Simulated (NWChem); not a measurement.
# ZnIF; SMILES [F][Zn][I]

Results from NWChem. Geometry: optimised at PBE0/def2-SVP. def2 effective core potentials on I; no spin-orbit coupling. Vertical excitations in the gas phase.

Task: Predict the results for B3LYP/def2-SVP, full TDDFT. Quantities: lowest excitation, singlet (eV); oscillator strength of that lowest state; orbital gap (eV).

Result: 
| Property | Result |
|---|---|
| lowest excitation, singlet (eV) | 4.66 |
| oscillator strength of that lowest state | 0.011 |
| orbital gap (eV) | 5.66 |
